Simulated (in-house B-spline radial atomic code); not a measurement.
**Rb IV (Rb3+): [Ar] 3d10 4s2 4p4**

Method: non-relativistic LC-wPBE, spin-polarised, spherical fractional occupations, point nucleus. Calculated with a B-spline radial code for spherical atoms.

Z_r = [3n² - l(l+1)]/(2<r>); Z_e = n√(-2ε); the last column is Slater's effective charge. Values are occupation-weighted means over spin.

```json
{"shell": "1s", "electrons": "2", "ε (eV)": "-14786", "<r> (bohr)": "0.04128", "Z_r": "36.33", "Z_e": "32.97", "Slater": "36.70"}
{"shell": "2s", "electrons": "2", "ε (eV)": "-1984.4", "<r> (bohr)": "0.1822", "Z_r": "32.93", "Z_e": "24.15", "Slater": "32.85"}
{"shell": "2p", "electrons": "6", "ε (eV)": "-1805.3", "<r> (bohr)": "0.1569", "Z_r": "31.87", "Z_e": "23.04", "Slater": "32.85"}
{"shell": "3s", "electrons": "2", "ε (eV)": "-328.73", "<r> (bohr)": "0.5214", "Z_r": "25.89", "Z_e": "14.75", "Slater": "25.75"}
{"shell": "3p", "electrons": "6", "ε (eV)": "-264.06", "<r> (bohr)": "0.5231", "Z_r": "23.90", "Z_e": "13.22", "Slater": "25.75"}
{"shell": "3d", "electrons": "10", "ε (eV)": "-147.47", "<r> (bohr)": "0.5222", "Z_r": "20.11", "Z_e": "9.88", "Slater": "15.85"}
{"shell": "4s", "electrons": "2", "ε (eV)": "-68.258", "<r> (bohr)": "1.42", "Z_r": "16.90", "Z_e": "8.96", "Slater": "9.95"}
{"shell": "4p", "electrons": "4", "ε (eV)": "-50.439", "<r> (bohr)": "1.578", "Z_r": "14.58", "Z_e": "7.70", "Slater": "9.95"}
```

The least bound orbital is 4p down at -43.97 eV, and it is also the most diffuse (<r> = 1.598 bohr).

Caution: exact exchange at fractional occupations of open shells leaves self-interaction of up to several eV.
